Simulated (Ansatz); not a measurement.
Total energies of As(OEt)3 (C6H15AsO3) from Ansatz at PBE-D4/def2-TZVP, gas phase (1 Eh = 27.2114 eV = 2625.5 kJ/mol). The reference geometry is relaxed at r2SCAN-D4/def2-SVP.

```tsv
state	geometry	energy (Eh)
charge 0 singlet	reference	-2698.54219
charge 1 doublet	reference	-2698.23341
free As atom (quartet)	–	-2235.47024
free O atom (triplet)	–	-75.00967
free C atom (triplet)	–	-37.79597
free H atom (doublet)	–	-0.49962
```

**Question.** Work out the vertical ionisation energy to the doublet.

**Answer.** E(charge 1 doublet) − E(charge 0 singlet) = -2698.23341 − (-2698.54219) = 0.30878 Eh = 8.40 eV. For comparison, −ε of the highest occupied level is 5.79 eV at this level, 2.61 eV less.

**Question.** What is the binding energy per atom against free atoms?

**Answer.** Atoms: 1 × (-2235.47024) + 3 × (-75.00967) + 6 × (-37.79597) + 15 × (-0.49962) = -2694.76937 Eh. Binding: -2694.76937 − (-2698.54219) = 3.77282 Eh = 102.66 eV, or 4.11 eV for each of 25 atoms (no zero-point energy, no counterpoise term).
